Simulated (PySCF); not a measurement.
Compound: o-toluic acid, C₈H₈O₂.
Structure used (PBE0-D3(BJ)/def2-SVP), in Å, numbered top down from 1:
```xyz
18
C8H8O2 angstrom
C     -1.870   -1.095   -0.399
C     -0.442   -0.702   -0.165
C      0.548   -1.691   -0.209
C      1.893   -1.401    0.000
C      2.290   -0.092    0.263
C      1.330    0.910    0.311
C     -0.027    0.624    0.101
C     -1.012    1.733    0.159
O     -2.204    1.630    0.000
O     -0.444    2.925    0.414
H     -2.290   -0.578   -1.275
H     -1.944   -2.180   -0.555
H     -2.512   -0.806    0.445
H      0.246   -2.722   -0.413
H      2.633   -2.204   -0.044
H      3.342    0.147    0.429
H      1.620    1.941    0.515
H     -1.173    3.563    0.429
```

The closed-shell ground state was solved at several levels (PySCF, density fitting, gas phase, non-relativistic).

| level | basis functions | HOMO (eV) | LUMO (eV) | gap (eV) | dipole (D) |
| --- | --- | --- | --- | --- | --- |
| B3LYP/def2-SVPD | 270 | -7.13 | -1.71 | 5.42 | 1.68 |
| PBE0/pcSseg-1 | 210 | -7.33 | -1.44 | 5.89 | 1.51 |

Problem. Estimate the row for B3LYP/pcSseg-1, a basis of 210 functions; the other rows only guide the guess.

Solution. HOMO -7.10 eV, LUMO -1.60 eV, gap 5.50 eV, dipole 1.53 D.

Problem. Over all these levels, which gives the widest orbital gap and which the narrowest?

Solution. PBE0/pcSseg-1 (global hybrid, 25 % exact exchange) has the widest, 5.89 eV, and B3LYP/def2-SVPD (global hybrid, 20 % exact exchange) the narrowest, 5.42 eV. Functional and basis both differ between the two, so the spread mixes both effects.

Problem. How far do the dipole and the HOMO energy spread over the levels?

Solution. The dipole runs from 1.51 to 1.68 D (mean 1.57 D) and the HOMO from -7.33 to -7.10 eV.

One conformer stands for the species.
